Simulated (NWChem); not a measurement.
Species: CH₂BF₃O; SMILES FC(BO)(F)F

```xyz
8

B     -0.7745     1.0337     0.0000
C     -0.0484    -0.4079     0.0000
F     -0.3672    -1.1395    -1.0958
F     -0.3672    -1.1395     1.0958
F      1.3200    -0.2635     0.0000
H     -1.9811     1.1362     0.0000
O     -0.0087     2.1397     0.0000
H      0.9443     1.9077     0.0000
```
Atoms are numbered in this order, from 1.

Results from NWChem. All runs use the structure optimised with PBE-D3(BJ)/def2-SVP. Total energies compare along this basis series because the functional is fixed.

```csv
level,basis functions,energy (Ha),highest occupied level (eV),orbital gap (eV),dipole (D),relative time
Hartree-Fock/def2-SVP,94,-436.6017,-13.85,16.52,1.33,1
Hartree-Fock/def2-SVPD,148,-436.6262,-13.96,15.73,1.20,4
Hartree-Fock/def2-TZVP,198,-437.1392,-13.82,16.14,1.20,5
Hartree-Fock/def2-TZVPP,214,-437.1408,-13.81,16.14,1.21,6
```

The last column is a rough cost ratio, cheapest run = 1.
